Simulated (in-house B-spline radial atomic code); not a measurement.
**Ionising P6+ with different functionals**

Computed with a radial B-spline atomic code at the basis-set limit: non-relativistic Hamiltonian, point nucleus, spin-polarised at highest spin, spherical fractional occupations for the functionals, the average over the highest-spin determinants for Hartree-Fock. The ionisation energy is the difference of two self-consistent energies, [He] 2s2 2p5 → [He] 2s2 2p4, without Breit or QED terms; ε is the level of the shell that loses the electron (its least bound occupied spin orbital).

Hybrids are left out here: with spherical fractional occupations of an open shell their exact exchange keeps a self-interaction that integer-occupation calculations don't have.

```
           method          rung  ΔSCF (eV)  -ε(2p) (eV)
     Hartree-Fock  Hartree-Fock     261.93       264.58
         LDA VWN5           LDA     264.00       242.06
         LDA PW92           LDA     263.98       242.05
LDA exchange-only           LDA     261.28       239.51
              PBE           GGA     263.99       242.07
           PBEsol           GGA     263.66       241.77
             BLYP           GGA          ?            ?
             RPBE           GGA     263.86       241.98
             PW91           GGA          ?            ?
             BP86           GGA     264.24       242.27
             AM05           GGA     263.55       241.69
             OLYP           GGA     264.10       242.46
             TPSS      meta-GGA     264.19       242.42
             SCAN      meta-GGA     264.60       243.42
           r2SCAN      meta-GGA     264.52       243.31
            M06-L      meta-GGA     264.27       243.20
          revTPSS      meta-GGA     263.81       242.09
```

(1) What does BLYP give?

(2) What does PW91 give?

(3) How do they compare with the NIST value?

Results:

(1) ΔSCF 264.07 eV, and -ε(2p) = 242.13 eV.

(2) ΔSCF 264.30 eV, and -ε(2p) = 242.35 eV.

(3) NIST lists 263.57 eV ± 0.06 (semi-empirical, ground level to ground level). Errors run from -2.29 to +1.03 eV; AM05 is closest (-0.02 eV), but part of that can be cancellation, since the calculations leave out relativity, Breit-QED terms, multiplet and fine-structure energies. Hartree-Fock also lacks correlation.
